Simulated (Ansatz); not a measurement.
Calculated with Ansatz (gas phase, PBE0-D4/def2-TZVP geometries, no zero-point term in ΔE). CCSD(T)/CBS adds triple-zeta CCSD(T) − MP2 to the extrapolated MP2 energy (def2 sets, frozen cores). This one scheme is used for every species. Functionals use def2-TZVPP. For Br, Ge outer-core shells are correlated without core-valence functions, which leaves a few kJ/mol of doubt a bond. Scalar relativity is left out up to krypton. One conformer a species, not always the lowest.

`[OH][GeH2][Br]` + HCl → `[Cl][GeH2][Br]` + H₂O  (ligand exchange at a Ge–O bond)

`[OH][GeH2][Br]`:

```xyz
6

O    -0.822    1.070   -0.455
Ge    0.138   -0.384   -0.169
Br    0.166   -0.842    2.095
H    -0.484    1.842    0.007
H     1.601   -0.178   -0.583
H    -0.599   -1.507   -0.894
```

HCl:

```xyz
2

Cl    0.492   -0.279    0.298
H    -0.492    0.279   -0.298
```

`[Cl][GeH2][Br]`:

```xyz
5

Cl    0.166   -1.165    1.685
Ge   -0.070   -0.092   -0.153
Br    0.620    2.071    0.166
H     0.841   -0.739   -1.197
H    -1.558   -0.076   -0.501
```

H₂O:

```xyz
3

O     0.218    0.116   -0.301
H    -0.215   -0.733   -0.187
H    -0.003    0.616    0.488
```

(1) Is it downhill or uphill in electronic energy at CCSD(T)/CBS, and by how much? (Estimate.)

(2) What do these levels give: r2SCANh-D4, B2PLYP, MP2/def2-TZVPP, SCS-MP2/def2-QZVPP, MP2/CBS(def2), CCSD/CBS(def2)? (Best estimate.)

Largest T1 diagnostic among the species: 0.010.

Answers

(1) The calculation gave: Downhill: ΔE = -40.4 kJ/mol.

(2) Ansatz gave: r2SCANh-D4 -39.5, B2PLYP -36.0, MP2/def2-TZVPP -37.7, SCS-MP2/def2-QZVPP -37.7, MP2/CBS(def2) -43.2, CCSD/CBS(def2) -40.6 kJ/mol.

From r2SCAN to r2SCAN0 (25 % exact exchange), in def2-TZVPP and without D4, ΔE moves by −3.2 kJ/mol. Leaving LDA and LC-ωPBE aside and taking each functional with its dispersion term where it has one, the values, not all of them listed here, spread over 9.0 kJ/mol, from HSE06-D4 to CAM-B3LYP-D4. LDA lies +3.4 kJ/mol from PBE without D4. At CCSD(T), def2-SVP lies +12.0 kJ/mol from the extrapolated value and def2-TZVPP +5.6 kJ/mol.
